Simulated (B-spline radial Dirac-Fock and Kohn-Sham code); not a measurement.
Elastic and transport cross sections of cesium for electrons

Model: relativistic (Dirac) partial waves in the static field of the Dirac-Fock atom with Furness-McCarthy exchange, without polarisation or absorption potentials. Program: a radial atomic solver. Below a few hundred eV the neglected polarisation potential matters, most of all at small angles. σ_tr1 and σ_tr2 weight the cross section with 1 − P₁ and 1 − P₂ of cos θ; "backward" is the share scattered beyond 90°.

```
energy (eV)  σ (a₀²)  σ_tr1 (a₀²)  σ_tr2 (a₀²)  σ/σ_tr1  backward (%)
         50     41.4         15.4         11.6     2.70            21
         60     37.2         11.9         8.51     3.12            18
       64.9     35.7         10.9         7.77     3.29            17
        100        ?            ?            ?        ?             ?
        103     30.1         8.05         8.15     3.74            11
        109     29.7         7.94         8.43     3.73            11
        120     28.9         7.80         8.88     3.70            10
        127     28.5         7.74         9.11     3.68            10
        132     28.2         7.69         9.23     3.66            10
        164     26.6         7.46         9.50     3.57           9.8
        189     25.6         7.25         9.24     3.53            10
        200     25.2         7.15         9.05     3.53            10
```

Question: Fill in the row for 100 eV.

Answer: σ = 30.4 a₀², σ_tr1 = 8.12 a₀², σ_tr2 = 8.00 a₀², σ/σ_tr1 = 3.74, backward 11 %. The ratio σ/σ_tr1 is roughly the number of elastic collisions that randomise the direction.

Values without a named source are computed, but for edge energies of neutral atoms, which are taken from tables.
